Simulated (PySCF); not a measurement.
Ionisation energy of Xe⁴⁹⁺ by level of theory

Xe⁴⁹⁺ [He] 2s2 2p1 [2p1/2^1, M_J = 1/2] → Xe⁵⁰⁺ [He] 2s2, as a difference of total energies. Computed with PySCF 2.14 in an uncontracted even-tempered set (17 s from 28 bohr⁻², ratio 2.4; 12 p from 37 bohr⁻², ratio 2.4; 5 d from 120 bohr⁻², ratio 2.6; 4 f from 180 bohr⁻², ratio 2.6), with the two-component X2C-1e Hamiltonian. Correlated levels: nothing frozen; the 32 highest virtual spinors dropped. "Screened" scales the spin-orbit matrix elements by Boettger's factors to mimic the two-electron term; Breit and QED terms are absent.

```tsv
method	ionisation energy (eV)	difference from reference (eV)
GHF (spin-free)	8998.3	-244.7
GMP2 (spin-free)	8997.6	-245.4
GHF (screened spin-orbit)	9251.0	+8.0
GMP2 (screened spin-orbit)	9249.2	+6.2
```

Reference: 9243 ± 4 eV (theoretical estimate listed by NIST; NIST Atomic Spectra Database, ionization energies).

For this ion Breit and QED terms and the two-electron picture change, all absent here, outweigh the correlation shift from GHF to GMP2.

The spin-free rows lack the spin-orbit shift.
